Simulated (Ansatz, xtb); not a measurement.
**Isomers of C4H8O2Se in order of energy**

8 gas-phase structures of C4H8O2Se, from a drawn sample of its isomers (lower ones may exist). Each was relaxed with GFN2-xTB; where two conformers were screened, the lower at r2SCAN-D4/def2-SVP//GFN2-xTB is listed:

A. `C[C@@H]1OCOC[Se]1`, a singlet
B. `CCOC(=O)C[SeH]`, a singlet
C. `CC[Se]COC=O`, a singlet
D. `C[C@H](C[SeH])C(=O)O`, a singlet
E. `C[Se]CCC(=O)O`, a singlet
F. `C[Se]C1OCCO1`, a singlet
G. `COC(=O)[C@H](C)[SeH]`, a singlet
H. `C[C@H]([SeH])CC(=O)O`, a singlet

Question: Which do you expect lowest at r2SCAN-D4/def2-SVP//GFN2-xTB, and how would the others follow?

Answer: Calculated order at r2SCAN-D4/def2-SVP//GFN2-xTB: D (0.0), H (1.5), E (3.1), G (7.6), B (8.9), C (19.7), A (27.6), F (32.1) kcal/mol.

Energies above the lowest of each column, in kcal/mol; the last columns are at r2SCAN-D4/def2-SVP geometries and were run for some of them only (a dash: not run or not comparable):

```
structure  GFN2-xTB  HF/STO-3G  r2SCAN-D4/def2-SVP//GFN2-xTB  r2SCAN-D4/def2-SVP  CCSD(T)/def2-SVP + ΔMP2/def2-TZVPP
        D       1.4       21.7                           0.0                 0.0                                 0.0
        H       0.0       26.2                           1.5                 0.5                                 1.1
        E       4.2       21.3                           3.1                 1.9                                 0.7
        G       4.7       20.6                           7.6                 8.6                                10.0
        B       2.6       19.2                           8.9                 7.7                                 9.2
        C      12.4       26.9                          19.7                16.7                                   –
        A       7.3        3.6                          27.6                   –                                   –
        F       5.8        0.0                          32.1                   –                                   –
```

CCSD(T)/def2-SVP + ΔMP2/def2-TZVPP puts D lowest of those it was run on, with E within 1 kcal/mol; GFN2-xTB picks H, HF/STO-3G picks F. CCSD(T)/def2-SVP + ΔMP2/def2-TZVPP orders those it was run on as D (0.0), E (0.7), H (1.1), B (9.2), G (10.0) kcal/mol. Less than 1 kcal/mol parts D and E; E and H; B and G, so the order within those pairs means little. Flexible structures stand in one conformer each, not always the lowest. Frequencies (GFN2-xTB) were run for B, D, E, G, H alone. The ΔMP2 step shifts differences by up to 4.0 kcal/mol, which makes them less sure. ΔMP2 is the change of the MP2 energy from the smaller to the larger basis.

Over these structures GFN2-xTB departs from r2SCAN-D4/def2-SVP//GFN2-xTB by 7.8 kcal/mol on average once a common shift is removed. A GFN2-xTB relaxation took about 0.39 s and the r2SCAN-D4/def2-SVP//GFN2-xTB energy about 2.3 s on a shared host (Ansatz 0.2.0, xtb 6.7.1).
